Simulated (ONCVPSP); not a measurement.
# Configuration tests for lead (Pb) (ONCV)

lead, optimised norm-conserving Vanderbilt (ONCV), made with ONCVPSP 4.0.1 (PBE, scalar-relativistic). Core [Xe] 4f14 5d10, reference 6s1 6p3. Waves: 6s: rc 1.75 bohr, ncon 5, nbas 9, qcut 3.3 1/bohr, 2 projectors, debl 3.5 Ha; 6p: rc 2.45 bohr, ncon 4, nbas 7, qcut 3.9 1/bohr, 3 projectors, debl 3.1 Ha. Local part: polynomial inside 1.40 bohr (lpopt 5, dvloc0 9 Ha). Core correction: polynomial model core, fcfact 0.55.

Energies are relative to the spin-unpolarised reference configuration 6s1 6p3; without spin polarisation the order of configurations can differ from experiment.

```tsv
valence configuration	charge	ΔE all-electron (eV)	error AE − PS (meV)
6s2 6p2	0	-8.737	-38
6s2 6p1	+1	-2.161	-23
6s2 6p0	+2	11.284	-56
6s1 6p0	+3	43.693	-343
```

Levels in the configuration 6s1 6p0:

```tsv
level	all-electron (eV)	pseudo (eV)
6s	-37.489	-37.976
```

Note: no bound ghost flagged; GHOST(+) flagged for s at 95.3 eV, p at 218.9 eV, s at 394.2 eV.
